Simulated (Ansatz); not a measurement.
Ansatz (a program for electronic structure) input (B3LYP/LANL2DZ): The .json file is the Basis Set Exchange's LANL2DZ.

Ansatz 0.2 input:
```yaml
crystal:
  periodic: [false, false, false]
  atoms:
    - {symbol: C, position_ang: [-0.56687300, 0.45164200, -0.01738300]}
    - {symbol: F, position_ang: [0.52970900, -0.26358300, 0.01653200]}
    - {symbol: H, position_ang: [-1.36614000, -0.33761100, -0.04448900]}
basis:
  gaussian:
    orbitals: LANL2DZ.json
hamiltonian:
  xc: {name: B3LYP}
relax: {f_tol: 0.003, max_steps: 120}
```

From the output:

```
mean field evaluation 8: about -3765.9214 eV, gradient 6.7e-4 eV
mean field -3765.92143592 eV, -138.3950601367 hartree, gradient 3.5e-5 eV, S^2 0.000000; 0 other end points of the search recorded, 0 dependent functions left out
the calculation of the forces begins
reference -3765.92156657 eV, -138.3950649381 hartree; 8, 8 occupied and 12, 12 virtual orbitals, 255 factors
relax step   1: F+E_penalty+E_count = -3765.92143592 eV  Δ(F+E_penalty+E_count) = +0.000e0 eV  max|allowed force component| = 2.658e0 eV/Å  Δτ_max = 0.0000 Å  (22 SCF iters, accepted)
these checks for a lower state are left out or cut short: starts, cluster_reference, orbital_swaps, neighbouring_geometries, increment
integrals: 0.00 GiB planned
255 factors; integrals over basis functions are off by at most 3.7e-4 eV
mean field: 0.05 GiB planned
mean field evaluation 16: about -3766.0093 eV, gradient 7.3e-2 eV
mean field -3766.00936312 eV, -138.3982914019 hartree, gradient 1.9e-5 eV, S^2 0.000000; 0 other end points of the search recorded, 0 dependent functions left out
the calculation of the forces begins
reference -3766.00949359 eV, -138.3982961967 hartree; 8, 8 occupied and 12, 12 virtual orbitals, 255 factors
relax step   2: F+E_penalty+E_count = -3766.00936312 eV  Δ(F+E_penalty+E_count) = -8.793e-2 eV  max|allowed force component| = 1.072e0 eV/Å  Δτ_max = 0.0291 Å  (25 SCF iters, accepted)
these checks for a lower state are left out or cut short: starts, cluster_reference, orbital_swaps, neighbouring_geometries, increment
integrals: 0.00 GiB planned
255 factors; integrals over basis functions are off by at most 3.7e-4 eV
mean field: 0.05 GiB planned
mean field -3766.03750107 eV, -138.3993254523 hartree, gradient 2.1e-5 eV, S^2 0.000000; 0 other end points of the search recorded, 0 dependent functions left out
the calculation of the forces begins
reference -3766.03763062 eV, -138.3993302132 hartree; 8, 8 occupied and 12, 12 virtual orbitals, 255 factors
relax step   3: F+E_penalty+E_count = -3766.03750107 eV  Δ(F+E_penalty+E_count) = -2.814e-2 eV  max|allowed force component| = 2.227e-1 eV/Å  Δτ_max = 0.0209 Å  (26 SCF iters, accepted)
these checks for a lower state are left out or cut short: starts, cluster_reference, orbital_swaps, neighbouring_geometries, increment
integrals: 0.00 GiB planned
255 factors; integrals over basis functions are off by at most 3.7e-4 eV
mean field: 0.05 GiB planned
mean field evaluation 32: about -3766.0384 eV, gradient 6.4e-2 eV
mean field -3766.03838451 eV, -138.3993579181 hartree, gradient 1.9e-5 eV, S^2 0.000000; 0 other end points of the search recorded, 0 dependent functions left out
the calculation of the forces begins
reference -3766.03851391 eV, -138.3993626736 hartree; 8, 8 occupied and 12, 12 virtual orbitals, 255 factors
relax step   4: F+E_penalty+E_count = -3766.03838451 eV  Δ(F+E_penalty+E_count) = -8.834e-4 eV  max|allowed force component| = 2.534e-2 eV/Å  Δτ_max = 0.0037 Å  (26 SCF iters, accepted)
these checks for a lower state are left out or cut short: starts, cluster_reference, orbital_swaps, neighbouring_geometries, increment
integrals: 0.00 GiB planned
255 factors; integrals over basis functions are off by at most 3.7e-4 eV
mean field: 0.05 GiB planned
mean field -3766.03839535 eV, -138.3993583167 hartree, gradient 8.5e-5 eV, S^2 0.000000; 0 other end points of the search recorded, 0 dependent functions left out
the calculation of the forces begins
reference -3766.03852474 eV, -138.3993630714 hartree; 8, 8 occupied and 12, 12 virtual orbitals, 255 factors
relax step   5: F+E_penalty+E_count = -3766.03839535 eV  Δ(F+E_penalty+E_count) = -1.085e-5 eV  max|allowed force component| = 1.708e-3 eV/Å  Δτ_max = 0.0005 Å  (17 SCF iters, accepted)
integrals: 0.00 GiB planned
255 factors; integrals over basis functions are off by at most 3.7e-4 eV
mean field: 0.05 GiB planned
mean field -3766.03839535 eV, -138.3993583167 hartree, gradient 8.5e-5 eV, S^2 0.000000; 1 other end points of the search recorded, 0 dependent functions left out
the calculation of the forces begins
reference -3766.03852474 eV, -138.3993630714 hartree; 8, 8 occupied and 12, 12 virtual orbitals, 255 factors
Total energy: -3766.03852474 eV, -138.3993630714 hartree
Atom 0 at    -0.592204     0.476867    -0.018151 Å, force    -0.001250    -0.001708    -0.000043 eV/Å
Atom 1 at     0.571015    -0.282911     0.017823 Å, force    -0.000246     0.000158    -0.000008 eV/Å
Atom 2 at    -1.382115    -0.343507    -0.045013 Å, force     0.001497     0.001550     0.000051 eV/Å
Dipole moment:    -0.263753    -0.270893    -0.008964 e Å
```

The geometry given is a B3LYP-D3(BJ)/def2-TZVP minimum.
